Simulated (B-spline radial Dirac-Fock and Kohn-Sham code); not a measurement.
Photoelectron lines of Ru⁴⁺ at 172 eV

System: ruthenium as Ru⁴⁺ in the configuration [Kr] 4d4.

Calculated with a radial B-spline solver, using a relativistic central-field model (Hartree-Slater potential of the initial state, Latter tail, multipole expansion of the photon field, Dirac-Fock thresholds). The asymmetry parameter β is from the dipole term alone. Kinetic energies are from the vacuum level. Open shells are spread statistically over j, without multiplet splitting.

The last column is dσ/dΩ = σ/(4π) · [1 + β P₂(cos θ)] at θ = 90° from the polarisation vector of linearly polarised light.

| subshell | electrons | binding (eV) | kinetic (eV) | σ (kb) | β | dσ/dΩ (kb/sr) |
| --- | --- | --- | --- | --- | --- | --- |
| N1 (4s) | 2 | 142.8 | 29.24 | 191 | 1.98 | ≈ 0 |
| N2 (4p1/2) | 2 | 109.0 | 63.01 | 124 | 0.36 | 8.14 |
| N3 (4p3/2) | 4 | 105.4 | 66.61 | 303 | 0.44 | 18.8 |
| N4 (4d3/2) | 1.6 | 58.48 | 113.5 | 140 | 0.28 | 9.60 |
| N5 (4d5/2) | 2.4 | 58.05 | 114.0 | 216 | 0.35 | 14.2 |

Branching ratios of the spin-orbit partners (statistical value in brackets): 4p 2.43 (2.00), 4d 1.54 (1.50).

At such low photon energies correlation between channels can change these cross sections by tens of per cent.
